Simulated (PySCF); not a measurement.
SiI2, SMILES [Si](I)I (connectivity only; charge and spin as stated), neutral, multiplicity 1. Atoms are numbered in the order given.

```xyz
3

Si     0.0000     0.0000     1.3619
I      0.0000     1.9636    -0.1799
I      0.0000    -1.9636    -0.1799
```
Charge 0, spin multiplicity 1.

Geometry optimised at r2SCAN-D4/def2-SVP. The def2 effective core potentials stand for the cores of I; spin–orbit coupling is left out.

Level of theory: PySCF with r2SCAN-D4/def2-SVP.

Frequencies are harmonic and unscaled.

Computed normal modes with their intensities:
```json
[
 {"mode": "1", "ν (cm⁻¹)": "87", "IR (km/mol)": "0.0", "Raman (Å⁴/amu)": "7.1", "depolarisation": "0.54", "moving atoms (share of kinetic energy)": "I 92 %"},
 {"mode": "2", "ν (cm⁻¹)": "335", "IR (km/mol)": "28.8", "Raman (Å⁴/amu)": "23.7", "depolarisation": "0.15", "moving atoms (share of kinetic energy)": "Si 82 %, I 18 %"},
 {"mode": "3", "ν (cm⁻¹)": "343", "IR (km/mol)": "135.7", "Raman (Å⁴/amu)": "12.9", "depolarisation": "0.75", "moving atoms (share of kinetic energy)": "Si 85 %, I 15 %"}
]
```
